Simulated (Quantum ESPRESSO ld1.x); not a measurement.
Problem. These are the eigenvalues of the occupied orbitals of an atom or ion with whole-number occupations (eV). Method: scalar-relativistic Kohn-Sham, LDA (Slater exchange, Perdew-Zunger correlation), spin-polarised, spherical densities, point nucleus; computed with ld1.x of Quantum ESPRESSO 7.5.

orbital  eigenvalue
1s up      -21699.8
1s down    -21699.6
2s up      -3826.24
2s down    -3818.68
2p up      -3519.24
2p down    -3513.42
3s up      -1247.92
3s down    -1239.22
3p up      -1148.02
3p down    -1139.11
3d up      -1001.55

Which element is it, and in what charge state? The configuration may be excited. Open shells, if any, are filled with parallel spins first.

Solution. Z = 43, technetium, charge +22: Tc22+ in [Ar] 3d3. The list shows which subshells hold electrons but not how many an open one holds; the 1s level, -797.45 hartree, gives Z - s = 39.9 by -(Z - s)^2/2, which with screening and relativity narrows Z to a few neighbours, and the depths of the outer levels then fix element, charge and occupations together.
